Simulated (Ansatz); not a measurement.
Frontier orbitals of C$_{2}$H$_{4}$InN (`[CH3][InH][C]#N`).

```xyz
8

C     0.3309   -0.9091   -1.0385
In    0.5155    0.6840    0.3644
C    -1.2442    0.9410    1.5702
N    -2.2002    1.0600    2.2066
H     0.1001   -1.8310   -0.5020
H     1.2405   -1.0453   -1.6210
H    -0.5018   -0.6950   -1.7108
H     1.7592    1.7953    0.7310
```

Total charge 0; spin multiplicity 1. Correlated methods include outer-core shells of In, which these sets cover unevenly. In: def2 effective core potential. The structure was optimised at the PBE0-D4/def2-TZVP level. Basis def2-TZVPP, the Gaussian-basis code of Ansatz.

| functional | HOMO (eV) | LUMO (eV) | gap (eV) |
| --- | --- | --- | --- |
| PBE | -7.28 | -2.98 | 4.30 |
| revPBE | -7.21 | -2.85 | 4.36 |
| PBE0 | -8.47 | -2.23 | 6.24 |
| B3LYP | -8.26 | -2.53 | 5.73 |
| r2SCAN0 | -8.64 | -2.09 | 6.55 |
| CAM-B3LYP | -9.81 | -1.43 | 8.38 |
| LC-ωPBE | -11.17 | -0.26 | 10.91 |
| ωB97M-V | -10.65 | -0.67 | 9.98 |
| HF | -11.21 | 0.28 | 11.49 |

Task: What is the vertical ionisation energy at frozen-core CCSD(T)/def2-TZVPP? (Estimate.)

Result: The calculation gave: 10.71 eV (T1 of the cation 0.027).

A quarter of exact exchange (PBE0) shifts PBE's HOMO by −1.19 eV and its LUMO by +0.75 eV; full exchange at long range (ωB97M-V) shifts them by −3.37 and +2.31 eV. The gap opens from 4.30 to 9.98 eV, since occupied levels lose self-interaction and empty ones feel all the electrons. −ε(HOMO) differs from that ionisation energy by −3.43 eV with PBE and −0.06 eV with ωB97M-V.

B3LYP here is the variant with VWN-RPA as its local correlation; programs differ in this. LC-ωPBE has ω = 0.4 bohr⁻¹.
